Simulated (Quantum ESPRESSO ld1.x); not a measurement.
Species: Cs2+. Configuration: [Kr] 4d10 5s2 5p5 (the NIST ground configuration). Calculated with ld1.x of Quantum ESPRESSO 7.5: Dirac Kohn-Sham, PW91, spin-unpolarised, spherical densities, point nucleus; open shells are shared between the two j in proportion to 2j + 1.

Radial electron density D(r) = 4 pi r^2 rho(r):

r (bohr)  D(r) (e/bohr)
0.002819          12.43
0.00323           15.24
0.00373           18.77
0.004273          22.69
0.004935          27.46
0.0057            32.87
0.00653           38.50
0.007542          44.87
0.00864           51.06
0.009978          57.49
0.01152           63.36
0.0132            67.96
0.01525           71.38
0.01747           72.90
0.02017           72.59
0.0233            70.58
0.02669           67.75
0.03083           64.91
0.03532           63.64
0.04079           65.00
0.04673           69.38
0.05397           76.78
0.06233           85.12
0.07141           91.26
0.08247           93.24
0.09448           89.69
0.1091            81.47
0.126             72.50
0.1444            67.57
0.1667            68.63
0.191             74.06
0.2206            79.05
0.2528            77.39
0.2919            66.50
0.3371            49.79
0.3862            35.45
0.446             27.57
0.511             27.45
0.5902            30.49
0.6816            31.17
0.7809            27.49
0.9018            20.63
1.033             14.26
1.193             9.657
1.378             7.330
1.579             6.228
1.823             5.187
2.089             3.957
2.413             2.551
2.764             1.428
3.192            0.6396
3.686            0.2350
4.224           0.07555
4.878           0.01731
5.588          0.003128
6.454         0.0003644

D(r) has 4 maxima, at r = 0.0183, 0.0805, 0.230, 0.650 bohr, and minima at 0.0356, 0.151, 0.476 bohr, inside which lie 2.02, 11.20, 28.94 electrons.
